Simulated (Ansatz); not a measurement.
Compare A (`CC([SiH3])=C=N`) with its isomer B (`[SiH3]N=C1CC1`).

Calculated with Ansatz (gas phase, PBE0-D4/def2-TZVP geometries, no zero-point term in ΔE). CCSD(T)/CBS is the MP2 limit (def2-TZVPP, def2-QZVPP) plus CCSD(T) − MP2 in def2-TZVPP, frozen cores. DFT in def2-TZVPP. Each species was taken in one conformer, which may not be the lowest.

A:

```xyz
12

C    -0.7311    1.4267    0.1405
C    -0.1587    0.0493   -0.0922
Si    1.0632   -0.6913    1.0910
C    -0.4909   -0.6778   -1.1264
N    -0.8785   -1.4200   -2.0126
H     0.0595    2.1822    0.1570
H    -1.4459    1.7019   -0.6362
H    -1.2467    1.4728    1.1040
H     2.2688    0.1768    1.1981
H     1.4629   -2.0401    0.6174
H     0.4653   -0.7919    2.4510
H    -0.3678   -1.3886   -2.8916
```

B:

```xyz
12

Si   -0.976   -0.798    1.807
N    -1.116   -0.394    0.119
C    -0.183    0.089   -0.556
C     0.234    0.572   -1.864
C     1.200    0.565   -0.657
H    -1.277   -2.244    1.957
H    -1.992   -0.011    2.550
H     0.374   -0.518    2.379
H     0.408   -0.151   -2.655
H    -0.138    1.533   -2.207
H     1.459    1.520   -0.213
H     2.006   -0.163   -0.660
```

(1) Which isomer does CCSD(T)/CBS put lower? Give the gap. (Best estimate.)

(2) Give E(B) − E(A) in kJ/mol with PBE-D4, B2PLYP, CCSD(T)/def2-TZVPP, ωB97M-V, PBE0-D4, r2SCAN-D4, MP2/def2-TZVPP. (Estimate.)

Largest T1 diagnostic: 0.014.

Results:

(1) The calculation gave: A, by 35.8 kJ/mol.

(2) Ansatz gave: PBE-D4 39.6, B2PLYP 40.8, CCSD(T)/def2-TZVPP 36.0, ωB97M-V 32.6, PBE0-D4 31.4, r2SCAN-D4 38.9, MP2/def2-TZVPP 34.1. None reverses the order clearly.

From PBE to PBE0 (25 % exact exchange), in def2-TZVPP and without D4, E(B) − E(A) moves by −8.2 kJ/mol.
